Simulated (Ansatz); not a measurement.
ClH6InO2Si2 (`[SiH3][O][In]([Cl])[O][SiH3]`), relaxed with RKS PBE0-D4/def2-TZVP in Ansatz from a GFN2-xTB geometry. The force threshold is 0.005 eV/Å; the program also tests the step.

Total charge 0; spin multiplicity 1. In: def2 effective core potential.

Start:

```xyz
12

Si   -1.796    1.121   -0.587
O    -0.689    0.650   -1.674
In    0.957   -0.411   -1.573
Cl    2.173   -0.856   -3.444
O     1.504   -1.129    0.164
Si    1.106   -0.831    1.707
H    -1.195    1.996    0.433
H    -2.711    1.836   -1.482
H    -2.437   -0.037    0.058
H    -0.332   -1.027    1.947
H     1.928   -1.852    2.363
H     1.494    0.539    2.087
```

**Question.** How much energy does the relaxation release, and in how many steps? (Estimate.)

**Answer.** Ansatz gave: 17.51 kJ/mol, in 22 steps, 1 of them rejected.

**Question.** Which bonds change most? (Best estimate.)

**Answer.** Ansatz gave: Si6–H10 from 1.471 to 1.492 Å; Si1–H8 from 1.466 to 1.486 Å; Si6–H11 from 1.466 to 1.486 Å; Si1–H7 from 1.472 to 1.492 Å.

**Question.** Give the relaxed structure. (An estimate is asked.)

**Answer.** Computed: 
```xyz
12

Si   -1.827    1.067   -0.633
O    -0.771    0.435   -1.712
In    0.974   -0.444   -1.614
Cl    2.121   -0.967   -3.516
O     1.717   -0.865    0.146
Si    1.188   -0.776    1.692
H    -1.110    1.656    0.535
H    -2.611    2.135   -1.305
H    -2.756    0.021   -0.127
H    -0.281   -1.024    1.770
H     1.893   -1.807    2.497
H     1.463    0.568    2.269
```
